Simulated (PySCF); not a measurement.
**Computed properties of C4H7ClSi, SMILES CC(=C=C)[SiH2]Cl**

C4H7ClSi, SMILES C=C=C(C)[SiH2]Cl. Geometry: TPSSh-D3(BJ)/def2-SVP. The structure was generated by enumeration, and PubChem lists no compound with its InChIKey, so it may never have been made. One conformer was computed; it need not be the lowest. All values are computed for the isolated molecule unless a solvent is named; none is compared with measurement here.

**Structure.** All 33 harmonic modes at TPSSh-D3(BJ)/def2-SVP (PySCF) are real, so it is a minimum. With heavy atoms numbered as in [CH2:1]=[C:2]=[C:3]([CH3:4])[SiH2:5][Cl:6], the shortest bond between them is C1–C2 at 1.313 Å and the longest Si5–Cl6 at 2.088 Å.

**Vibrations.** The strongest infrared lines (harmonic, unscaled, degenerate partners summed) lie at 876 cm⁻¹ (328 km/mol, H 89 %, Si 10 %), 2036 cm⁻¹ (147 km/mol, C 99 %), 2262 cm⁻¹ (119 km/mol, H 97 %). The softest mode is at 41 cm⁻¹ and the zero-point energy is 58.6 kcal/mol.

**Electronic structure.** B3LYP/def2-TZVP (PySCF) places the frontier levels at -7.37 and -0.69 eV, a gap of 6.68 eV, and gives a dipole moment of 1.81 D and a mean polarisability of 89.7 bohr³. PBE/def2-TZVP (PySCF) at the same geometry gives -6.45 and -1.43 eV, so its gap is 1.66 eV narrower. An orbital gap is neither the optical nor the fundamental gap.

**Excitations.** TDA-B3LYP/def2-SVPD (PySCF) has S1 at 5.37 eV (231 nm, f = 0.002, weak); the most intense of the 10 singlets computed lies at 6.70 eV (f = 0.09). T1 (TDA) is at 4.39 eV, 0.98 eV under S1. TDA-PBE/def2-SVPD (PySCF) puts S1 at 5.15 eV. No vertical singlet excitation falls in the visible range (under 3.1 eV).

**NMR.** GIAO shifts at PBE0/pcSseg-1 (PySCF) (non-relativistic, atoms alike by connectivity averaged): ¹³C from 19.4 to 227.4 ppm against TMS; ¹H from 2.2 to 5.5 ppm against TMS; ²⁹Si at -4.4 ppm against TMS. Without spin–orbit terms, shifts of atoms bonded to Cl or Br come out too high.

**Solvation.** SMD-ωB97X/6-31G* (PySCF) gives 1.2 kcal/mol in water, -4.0 kcal/mol in diethylether, -3.2 kcal/mol in cyclohexanone (1 M in both phases, gas-phase geometry); of these solvents diethylether holds the molecule best.
